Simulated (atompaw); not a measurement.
**Plane-wave convergence, PAW (atompaw) potential for nitrogen (N)**

```
Element                 : nitrogen
Generator               : atompaw 4.2.0.5
Type                    : PAW
Functional              : PBE
Relativity              : non-relativistic
Frozen core             : [He]
Valence charge          : 5
Reference configuration : 2s1 2p4
Partial waves           : 2s (bound); 2s channel at -1.1 Ry; 2p (bound); 2p channel at 2.25 Ry; 3d channel at 0.3 Ry
Local potential         : bessel scheme, radius 2.00 bohr
Core correction         : smooth core density matched at 1.75 bohr
Augmentation charge     : gaussian compensation charge, radius 1.60 bohr; PAW radius 2.00 bohr; waves and projectors: bloechl
```

The pseudo-atom Hamiltonian at the reference potential is diagonalised in spherical Bessel functions j_l(qr) that vanish at 20 bohr, with q² up to the cutoff. All-electron valence levels (Ry): 2s -1.3966, 2p -0.5521.

Problem. How do the lowest levels (Ry) of each channel move with the cutoff, and are there ghosts?

Solution.

| cutoff (Ry) | s #1 | s #2 | p #1 | p #2 | d #1 | f #1 | f #2 | Σ f·Δε (mRy) |
| --- | --- | --- | --- | --- | --- | --- | --- | --- |
| 8 | -1.3836 | -0.0144 | -0.3682 | 0.0389 | 0.0764 | 0.1191 | 0.2577 | 748.4 |
| 12 | -1.3947 | -0.0147 | -0.4800 | 0.0365 | 0.0764 | 0.1191 | 0.2577 | 289.9 |
| 18 | -1.3965 | -0.0147 | -0.5361 | 0.0353 | 0.0764 | 0.1191 | 0.2577 | 64.0 |
| 25 | -1.3966 | -0.0147 | -0.5497 | 0.0350 | 0.0764 | 0.1191 | 0.2577 | 9.5 |
| 35 | -1.3966 | -0.0148 | -0.5519 | 0.0349 | 0.0764 | 0.1191 | 0.2577 | 0.6 |
| 45 | -1.3966 | -0.0151 | -0.5520 | 0.0349 | 0.0764 | 0.1191 | 0.2577 | 0.0 |
| 400 | -1.3966 | -0.0182 | -0.5521 | 0.0349 | 0.0764 | 0.1191 | 0.2577 | 0.0 |

Result: no extra level below or beside the all-electron valence levels (s, p, d, f tested); 10 mRy is reached at 25 Ry and 1 mRy at 35 Ry.
